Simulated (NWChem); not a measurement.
System meant: BGeH$_{5}$; SMILES [BH2][GeH3]

The following NWChem deck was run.

```
start job
memory heap 200 mb stack 900 mb global 1100 mb
geometry units angstroms noautosym nocenter noautoz
  B      0.007148    -1.726048     0.001497
  Ge     0.010008     0.332402     0.009181
  H     -1.395888     0.950770     0.137473
  H      0.911187     0.944577     1.099334
  H      0.580164     0.787352    -1.355731
  H      0.970210    -2.349044     0.379753
  H     -0.940795    -2.342946    -0.422233
end
basis spherical
  * library def2-svp
end
dft
  xc m06-2x
  iterations 150
end
property
  shielding 5 1 2 3 5 6
end
task dft property
```

End of the output:

```
 Vector   24  Occ=0.000000D+00  E= 1.034843D-01
              MO Center= -4.8D-03,  3.7D-01,  4.6D-02, r^2= 4.7D+00
   Bfn.  Coefficient  Atom+Function         Bfn.  Coefficient  Atom+Function
  ----- ------------  ---------------      ----- ------------  ---------------
    30      1.391862  2 Ge py                58     -1.220073  5 H  s
    31     -1.016290  2 Ge pz                 8      0.811146  1 B  py
     3      0.703749  1 B  s                 19     -0.431936  2 Ge s
    29      0.433737  2 Ge px                 9      0.321453  1 B  pz
     2      0.302314  1 B  s                 18      0.290596  2 Ge s

 center of mass
 --------------
 x =   0.01983522 y =   0.07444145 z =   0.01118437

 moments of inertia (a.u.)
 ------------------
         206.313224738339           0.043929039294          -2.844083633423
           0.043929039294          29.982762183266          -1.344907895554
          -2.844083633423          -1.344907895554         211.887417451063

     Multipole analysis of the density
     ---------------------------------

     L   x y z        total         alpha         beta         nuclear
     -   - - -        -----         -----         ----         -------
     0   0 0 0     -0.000000    -21.000000    -21.000000     42.000000

     1   1 0 0     -0.011046     -0.459883     -0.459883      0.908720
     1   0 1 0     -0.215377     -0.105169     -0.105169     -0.005040
     1   0 0 1      0.025028     -0.119647     -0.119647      0.264322

     2   2 0 0    -20.994350    -19.327022    -19.327022     17.659694
     2   1 1 0      0.040042      0.091011      0.091011     -0.141979
     2   1 0 1     -0.483105     -1.655559     -1.655559      2.828012
     2   0 2 0    -21.323809    -67.540816    -67.540816    113.757823
     2   0 1 1     -0.110072     -0.561455     -0.561455      1.012838
     2   0 0 2    -20.045069    -16.076635    -16.076635     12.108201

          -----------------------------------------
          Chemical Shielding Tensors (GIAO, in ppm)
          -----------------------------------------

 ------------------------------------------------------------------------
  xm06: d2 not coded                    0
 ------------------------------------------------------------------------
 ------------------------------------------------------------------------
  current input line :
    22: task dft property
 ------------------------------------------------------------------------
 ------------------------------------------------------------------------
 This error has not yet been assigned to a category
 ------------------------------------------------------------------------
 For more information see the NWChem manual at https://nwchemgit.github.io

0: xm06: d2 not coded:Received an Error in Communication
```

Can this run be used? If not, why, and what is the fix?

The program stopped with an error. Cause: this functional's second derivatives, which shieldings need, aren't coded here; the fix takes a hybrid GGA instead. This input runs:
```
start job
memory heap 200 mb stack 900 mb global 1100 mb
geometry units angstroms noautosym nocenter noautoz
  B      0.007148    -1.726048     0.001497
  Ge     0.010008     0.332402     0.009181
  H     -1.395888     0.950770     0.137473
  H      0.911187     0.944577     1.099334
  H      0.580164     0.787352    -1.355731
  H      0.970210    -2.349044     0.379753
  H     -0.940795    -2.342946    -0.422233
end
basis spherical
  * library def2-svp
end
dft
  xc pbe0
  iterations 150
end
property
  shielding 5 1 2 3 5 6
end
task dft property
```
It converges to -2104.21551 Ha (PBE0/def2-SVP, GIAO).
